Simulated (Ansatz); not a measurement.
`C[SiH2]CC=O` → `C[SiH2]C=O` + `[CH2]` (triplet) at 500 K and 1 bar (formal loss of a carbene).

Gas-phase electronic energies from Ansatz, PBE0-D4/def2-TZVP geometries. CBS: MP2 limit from def2 TZ/QZ plus the TZ coupled-cluster correction, frozen cores. This one scheme is used for every species. Triplets are unrestricted, without spin–orbit coupling. One conformer a species, not always the lowest.

```csv
species,CCSD(T)/CBS energy (Eh),H − E (kJ/mol),S (J/(mol·K))
`C[SiH2]CC=O`,-483.22373,312.8,431.0
`C[SiH2]C=O`,-443.94476,229.6,384.9
`[CH2]` (triplet),-39.09499,62.7,213.9
```

H − E and S are ideal-gas, rigid-rotor, harmonic terms from PBE0-D4/def2-TZVP, for one conformer and one mirror image of each species, with the whole ground term of open shells counted as degenerate. 1 Eh = 2625.50 kJ/mol, R = 8.31446 J/(mol·K).

**Question.** By hand: ΔE, ΔH, ΔS and ΔG.

**Answer.** ΔE = (-443.94476) + (-39.09499) − (-483.22373) = 0.18398 Eh = 483.0 kJ/mol. Δ(H − E) = 229.6 + 62.7 − 312.8 = -20.5, so ΔH = 462.5 kJ/mol. ΔS = 384.9 + 213.9 − 431.0 = 167.8 J/(mol·K). ΔG = 462.5 − 500 × (167.8)/1000 = 378.6 kJ/mol.

**Question.** By hand: the equilibrium constant, and the temperature at which ΔG would vanish if ΔH and ΔS stayed fixed.

**Answer.** log₁₀ K = −ΔG/(RT ln 10) = -39.6. ΔG = 0 at ΔH/ΔS = 2756 K, far beyond where these terms or the molecules hold.

The number of gas molecules changes by +1, which sets the sign of ΔS. A doubt of 5 kJ/mol in ΔE shifts log₁₀ K by 0.5 here. Other conformers and mirror images would add mixing entropy, several J/(mol·K) or more a flexible species. Modes under 60 cm⁻¹, often nearly free rotors, make the harmonic entropy too high. A triplet takes part, so the spin changes. These are equilibria of isolated gas molecules and say nothing of rates. Largest T1 diagnostic: 0.014 (customary marks: 0.02 for closed shells, 0.045 for open ones).
